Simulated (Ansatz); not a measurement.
Basis-set series for CH$_{3}$Cl$_{2}$FSi, SMILES `FC([SiH3])(Cl)Cl`. Total charge 0; spin multiplicity 1. All single points use the PBE0-D4/def2-TZVP geometry.

```csv
atom,x (Å),y (Å),z (Å)
F1,-1.8483,-0.5254,0.0894
C2,-0.8359,0.3680,-0.0007
Si3,0.8760,-0.4977,0.0083
Cl4,-1.0401,1.2751,-1.5132
Cl5,-0.9558,1.4718,1.3849
H6,0.9168,-1.4108,-1.1576
H7,0.9876,-1.2454,1.2823
H8,1.8997,0.5645,-0.0934
```

```tsv
functional	basis	functions	energy (Eh)	HOMO (eV)	LUMO (eV)
PBE0-D4	def2-SVP	97	-1348.57543	-8.60	-0.16
PBE0-D4	def2-TZVPP	230	-1349.16378	-8.71	-0.64
ωB97M-V	def2-SVP	97	-1349.02661	-10.75	1.97
ωB97M-V	def2-TZVPP	230	-1349.61586	-10.92	1.32
```

Question: Give the rows for def2-QZVPP. (An estimate is asked.)

Answer: Ansatz gave: 
| functional | basis | functions | energy (Eh) | HOMO (eV) | LUMO (eV) |
| --- | --- | --- | --- | --- | --- |
| PBE0-D4 | def2-QZVPP | 414 | -1349.20785 | -8.74 | -0.78 |
| ωB97M-V | def2-QZVPP | 414 | -1349.65751 | -10.96 | 1.10 |

Positive LUMOs are unbound and depend on the basis.
